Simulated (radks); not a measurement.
The numbers below are computed, except where a source is named.
Task: The tantalum ion Ta4+ is in [Xe] 4f14 5d(3/2: 1, 5/2: 0). Code: a radial shooting solver on a logarithmic mesh with Libxc functionals. Model: Dirac Kohn-Sham, relativistic LDA (MacDonald-Vosko exchange, VWN5 correlation), spin-unpolarised, spherical densities, finite nucleus; Fermi nuclear charge, rms radius of each element as measured or else 0.836 A^(1/3) + 0.57 fm. Sub-shells are occupied by j as written (lower j first in brackets). One electron is removed from 4f5/2, 5p3/2, 4f7/2, 5d3/2 in turn, with full relaxation. Which removal costs least, and what does each cost?

Result: 5d3/2 48.422 eV; 4f7/2 78.686 eV; 4f5/2 80.775 eV; 5p3/2 86.179 eV. The 5d3/2 electron leaves first.
